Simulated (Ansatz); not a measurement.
The cluster Rb2H, relaxed as a doublet with UKS B3LYP-D4/def2-TZVP in Ansatz, starting from the GFN2-xTB geometry. Force threshold 0.02 eV/Å.

In the def2 sets Rb takes a core potential; there is no spin–orbit coupling. The structure comes from a short search, and lower isomers may exist.

Start:

```xyz
3

Rb    1.419    0.277    2.307
Rb   -1.558   -0.767   -2.084
H     0.140    0.490   -0.223
```

Q: Estimate the energy that the relaxation releases and the steps that it takes.

A: 0.14 eV, in 8 steps; 25 s on 4 threads of Intel Xeon on a shared host. No frequencies were taken in this run, so the end may be a saddle point.

Q: Does the start keep its bonding and symmetry?

A: By distances, no bond broke or formed, bridged metal pairs apart. The bond that changes most is Rb1–H3, from 2.84 to 2.61 Å (atoms count from 1). Metal–metal contacts that move far: Rb1–Rb2 5.41 to 4.28 Å. The end is the same structure that another start reached, the lowest one found.

Q: Predict the relaxed structure.

A: 
| atom | x (Å) | y (Å) | z (Å) |
| --- | --- | --- | --- |
| Rb1 | 1.0476 | -0.0264 | 1.9282 |
| Rb2 | -1.3071 | -0.8529 | -1.5436 |
| H3 | 0.2595 | 0.8793 | -0.3846 |
Bond lengths (bridged metal pairs left out): 2 × H–Rb 2.61 Å.
